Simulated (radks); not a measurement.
The numbers below are computed, except where a source is named.
Q: Neutral xenon, [Xe]. Level of theory: non-relativistic Kohn-Sham, r2SCAN, spin-polarised, spherical densities, point nucleus; meta-GGA in the generalised Kohn-Sham scheme (a radial shooting solver on a logarithmic mesh with Libxc functionals). Every spin shell is full or empty, so the densities are truly spherical. Functionals are evaluated on that one density, not self-consistently. Rank these exchange functionals by their error against the exact value of the orbitals, and give that value: LDA, B88, PBE, RPBE, PW91, PW86, WC, AM05, SOGGA, B86b, EV93, revTPSS, Tao-Mo.

A: Exact: -179.064 hartree. From best to worst, with 100 (|E| - |E exact|)/|E exact| (equal figures are ties): B88 -0.01, PW91 -0.04, B86b -0.04, PW86 -0.25, RPBE -0.28, EV93 -0.39, PBE -0.46, Tao-Mo -0.84, WC -0.86, revTPSS -0.95, SOGGA -2.25, AM05 -4.44, LDA -4.74.
